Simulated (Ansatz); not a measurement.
ClH4SiSn, SMILES `[SiH3][SnH][Cl]` radical, relaxed with UKS PBE0-D4/def2-TZVP in Ansatz 0.2.0 from a PBE-D4/def2-SVP geometry. The force threshold is 0.005 eV/Å; the program also tests the step.

The species carries charge 0 and has multiplicity 2. Sn: def2 effective core potential.

Start:

```xyz
7

Si    0.271    1.105   -0.065
Sn   -0.379   -1.278    0.836
Cl   -1.977   -2.045   -0.788
H     1.310    1.703    0.846
H    -0.967    1.956   -0.052
H     0.812    1.006   -1.466
H     0.930   -2.448    0.688
```

```
        step  energy (eV)  largest force (eV/Å)  largest move (Å)
           1  -26290.7309                 0.451             0.000
           2  -26290.7573                 0.206             0.075
           3  -26290.7660                 0.047             0.036
           4  -26290.7663                 0.012             0.008
           5  -26290.7664                 0.011             0.016
6 (rejected)  -26290.7651                 0.072             0.027
           7  -26290.7664                 0.009             0.013
8 (rejected)  -26290.7664                 0.015             0.008
           9  -26290.7664                 0.001             0.004
```

End:

```xyz
7

Si    0.272    1.101   -0.073
Sn   -0.361   -1.258    0.796
Cl   -1.953   -2.040   -0.754
H     1.290    1.680    0.842
H    -0.957    1.931   -0.049
H     0.814    1.026   -1.454
H     0.895   -2.440    0.693
```

It took 27 s on 4 threads of an Arm Neoverse V2 on a shared host, with 0.48 GiB of host memory at the peak.
